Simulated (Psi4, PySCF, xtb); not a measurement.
Interaction energy of C3H9Al ··· H4O4Si (SMILES [CH3][Al]([CH3])[CH3] and O[Si](O)(O)O). Monomers: optimised at B3LYP-D3(BJ) (def2-SVP and def2-TZVP), held rigid. Orientation: lowest of the rigid-body minima from ten starts at GFN2-xTB. R is the distance of the centres of mass, along which the second monomer moves. The table gives interaction energies.

```tsv
R / Å	A	B	C
2.90	83.47	135.04	178.71
3.07	-13.23	25.20	48.72
3.29	-70.07	-32.90	-23.49
3.47	-87.18	-46.56	-42.85
3.67	-90.45	-46.89	-46.26
3.91	-83.15	-40.13	-40.95
4.19	-68.85	-30.76	-32.19
4.48	-54.15	-22.50	-24.20
4.95	-35.65	-13.22	-14.71
5.67	-18.32	-5.95	-6.60
6.66	-6.58	-2.21	-2.33
7.95	-1.56	-0.74	-0.71
```

Energies in kJ/mol.

Task: Assign the columns to these levels of theory: xtb with GFN1-xTB; restricted Hartree-Fock/LANL2DZ, with its core potentials past Ne, no counterpoise correction in PySCF; SAPT0/jun-cc-pVDZ, frozen core (Psi4).

Result: A is GFN1-xTB; B is SAPT0/jun-cc-pVDZ; C is RHF/LANL2DZ.
